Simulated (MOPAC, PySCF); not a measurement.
Cl4Sn, SMILES `[Cl][Sn]([Cl])([Cl])[Cl]`, neutral singlet in the gas phase. 

Cartesian coordinates (Å):
SMILES: [Cl][Sn]([Cl])([Cl])[Cl]
```xyz
5

Cl    -1.4030    -1.0969    -1.4784
Sn     0.0000     0.0000     0.0000
Cl     0.1417     2.2350    -0.5846
Cl     2.1069    -0.9543    -0.0835
Cl    -0.8455    -0.1838     2.1466
```
Charge 0, spin multiplicity 1.

All levels are single points at this geometry (PBE0-D3(BJ)/def2-SVP); Pople sets use spherical d functions. Orbital energies aren't observables, and empty levels follow the basis.

| level | HOMO (eV) | LUMO (eV) | gap (eV) | dipole (D) | vertical IE, Delta-SCF (eV) |
|---|---|---|---|---|---|
| PBE-D3(BJ)/def2-TZVP in PySCF | -8.30 | -4.35 | 3.96 | 0.00 | – |
| TPSSh-D3(BJ)/def2-TZVP in PySCF | -9.01 | -3.93 | 5.09 | 0.00 | – |
| M06-2X/6-31G* (LANL2DZ on Sn) in PySCF | -11.34 | -2.97 | 8.37 | 0.00 | – |
| PBE/6-31G* (LANL2DZ on Sn) in PySCF | -8.47 | -4.55 | 3.92 | 0.00 | – |
| SVWN5/6-31G* (LANL2DZ on Sn) in PySCF | -8.58 | -4.67 | 3.91 | 0.00 | – |
| PM3 in MOPAC | -11.84 | -3.93 | 7.91 | 0.00 | – |
